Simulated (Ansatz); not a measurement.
Ansatz results at the PBE0-D4/def2-TZVP geometry: HOMO energy (PBE/def2-TZVPP) -6.39 eV; HOMO–LUMO gap (PBE/def2-TZVPP) 3.72 eV; HOMO–LUMO gap (PBE0/def2-TZVPP) 5.63 eV.

Each molecule was computed in one conformer, which needn't be the lowest.

(1) Which molecule gave them?
A. `FC(F)(F)C[O][Hf]([F])([F])[F]`
B. `C[N](C)[Hf]([F])([Cl])[Cl]`
C. `[F][Hf]([F])([SeH])[SeH]`
D. `[OH][Hf]([F])([F])[SH]`

## Answers

(1) C. The others give `[OH][Hf]([F])([F])[SH]`: -6.53, 4.78, 6.88; `FC(F)(F)C[O][Hf]([F])([F])[F]`: -8.02, 6.65, 9.02; `C[N](C)[Hf]([F])([Cl])[Cl]`: -5.99, 4.05, 6.20.
